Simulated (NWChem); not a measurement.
1,1-difluoroethane (C$_{2}$H$_{4}$F$_{2}$); SMILES CC(F)F

```xyz
8

C     -0.1131     1.3665     0.0000
C      0.3508    -0.0603     0.0000
F     -0.1228    -0.7055    -1.0922
F     -0.1228    -0.7055     1.0922
H     -1.2122     1.3880     0.0000
H      0.2563     1.8863    -0.8945
H      0.2563     1.8863     0.8945
H      1.4515    -0.1625     0.0000
```
Atoms are numbered in this order, from 1.

Program: NWChem. The geometry was optimised at PBE0/def2-SVP. GIAO values for the isolated, static molecule; σ is the absolute isotropic shielding, δ = σ(reference) − σ with the isolated reference molecule computed at the same levels (13C: tetramethylsilane, 19F: trichlorofluoromethane, 1H: tetramethylsilane).

Predict the results for PBE/pcSseg-1. Quantities: δ C1 (ppm); δ C2 (ppm); δ F3 (ppm); δ H5 (rotor mean) (ppm); δ H8 (ppm).

The δ C1 (ppm) comes out as 22.8, the δ C2 (ppm) is 122.2 and the δ F3 (ppm) comes out as -139.0. The δ H5 (rotor mean) (ppm) is 1.36. The δ H8 (ppm) is 6.12.
